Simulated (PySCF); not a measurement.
Species: C₆H₇O₃P.
Atom-mapped SMILES: `[CH3:1][O:2][C:3](=[O:4])[c:5]1[p:6][cH:7][o:8][c:9]1[CH3:10]` (hydrogens: H11, H12, H13 on C1; H14 on C7; H15, H16, H17 on C10)

Computed with PySCF at B3LYP/def2-SVPD, non-relativistic, on one gas-phase PBE0-D3(BJ)/def2-SVP geometry that isn't relaxed in the solvent. The solvent is an IEF-PCM continuum (Bondi radii, 1.10 Å for H, scaled by 1.2), and excitations are vertical TDDFT with non-equilibrium linear response and a frozen core. The model holds no explicit solvent molecules, cavitation or dispersion.

Gas-phase singlets (H = HOMO, L = LUMO):

```tsv
state	E (eV)	λ (nm)	f	leading configurations
S1	4.840	256	0.049	H→L 70%, H→L+1 18%
S2	5.110	243	0.000	H-2→L 59%, H-2→L+1 20%
S3	5.342	232	0.067	H→L+1 79%, H→L 15%
S4	5.767	215	0.008	H-2→L+1 40%, H-3→L 25%
S5	5.793	214	0.118	H-1→L 78%, H-2→L 17%
```

**Question.** Give the list for dimethylsulfoxide (ε = 46.83), n² = 2.19.

**Answer.** 
| state | E (eV) | λ (nm) | f | leading configurations | change by rank (eV) |
| --- | --- | --- | --- | --- | --- |
| S1 | 4.755 | 261 | 0.084 | H→L 79%, H→L+1 12% | -0.085 |
| S2 | 5.227 | 237 | 0.008 | H-2→L 65%, H-2→L+1 16% | +0.117 |
| S3 | 5.241 | 237 | 0.080 | H→L+1 76%, H-2→L 9% | -0.101 |
| S4 | 5.669 | 219 | 0.162 | H-1→L 96% | -0.098 |
| S5 | 5.804 | 214 | 0.019 | H-3→L 66%, H-2→L+1 17% | +0.011 |

**Question.** The ground-state energy changes by -0.224 eV from gas to dimethylsulfoxide. By how much does the total energy of gas-phase S1 change?

**Answer.** E(S1) = E(S0) + excitation energy, so it changes by -0.224 − 0.085 = -0.309 eV: it is lowered more than the ground state, which is what a red shift means. This is the vertical state, with the slow part of the continuum still set for S0.

**Question.** How do the frontier levels move from gas to dimethylsulfoxide?

**Answer.** 
```tsv
orbital	gas (eV)	solvent (eV)	change (eV)	Löwdin shares, gas	Löwdin shares, solvent
LUMO+2	0.29	0.32	+0.03	C3 13 %, C1 11 %, C10 10 %, P6 9 %	C3 15 %, P6 12 %, C1 10 %, C10 8 %
LUMO+1	-1.13	-1.12	+0.01	C9 21 %, O8 18 %, C7 14 %, P6 11 %	C9 20 %, O8 18 %, C7 15 %, P6 13 %
LUMO	-1.37	-1.44	-0.07	P6 32 %, C7 19 %, C3 11 %, O4 11 %	P6 30 %, C7 18 %, C3 12 %, O4 11 %
HOMO	-6.77	-6.76	+0.01	C7 33 %, P6 23 %, C9 15 %, C5 9 %	C7 32 %, P6 23 %, C9 14 %, C5 9 %
HOMO-1	-7.83	-7.86	-0.03	C5 29 %, P6 16 %, O4 15 %, O8 12 %	C5 32 %, P6 18 %, O8 14 %, C9 11 %
HOMO-2	-7.88	-8.05	-0.17	O4 53 %, C5 12 %, P6 9 %, O2 8 %	O4 57 %, P6 12 %, C5 10 %, O2 8 %
HOMO-3	-8.20	-8.28	-0.08	P6 60 %, C7 10 %, C5 9 %, O8 7 %	P6 55 %, C7 9 %, C5 8 %, O4 8 %
```

The HOMO–LUMO gap goes from 5.39 to 5.32 eV.

Hardware: one thread of an Arm Neoverse V2 (shared host). Cost: 62 s of wall time, 1.2 GiB resident at most. This is the whole response run at B3LYP/def2-SVPD in dimethylsulfoxide, SCF included.

Conformer computed: `[CH3:1][O:2][C:3](=[O:4])[c:5]1[p:6][cH:7][o:8][c:9]1[CH3:10]`: C1–O2–C3–O4 0°, O2–C3–C5–P6 1°.
